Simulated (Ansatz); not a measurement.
Hf (SMILES [Hf]), triplet (core potentials on Hf); B3LYP/def2-SVP (Ansatz, a first-principles code).

Here is a job for Ansatz.
Ansatz 0.2 input:
```yaml
crystal:
  periodic: [false, false, false]
  atoms:
    - {symbol: Hf, position_ang: [0.00000000, 0.00000000, 0.00000000]}
basis:
  gaussian:
    orbitals: def2-SVP
hamiltonian:
  xc: b3lyp
magnetization: {spin_polarized: false, initial_magnetization: 2}
```

It wrote (shortened):

```
Functional definition: B3LYP
315 factors; their error is unknown
mean field evaluation 1: about -1301.9779 eV, gradient 6.9e0 eV
mean field evaluation 2: about -1302.4802 eV, gradient 5.4e0 eV
mean field evaluation 4: about -1302.6852 eV, gradient 8.7e-1 eV
mean field evaluation 8: about -1302.7679 eV, gradient 6.2e-2 eV
mean field evaluation 16: about -1302.0429 eV, gradient 7.0e0 eV
mean field evaluation 32: about -1302.5115 eV, gradient 6.1e0 eV
mean field -1302.76790254 eV, -47.8758373705 hartree, gradient 3.6e-6 eV, S^2 2.000000; 2 other end points of the search recorded, 0 dependent functions left out
reference -1302.76804183 eV, -47.8758424893 hartree; 7, 5 occupied and 25, 27 virtual orbitals, 315 factors
Total energy: -1302.76804183 eV, -47.8758424893 hartree
```
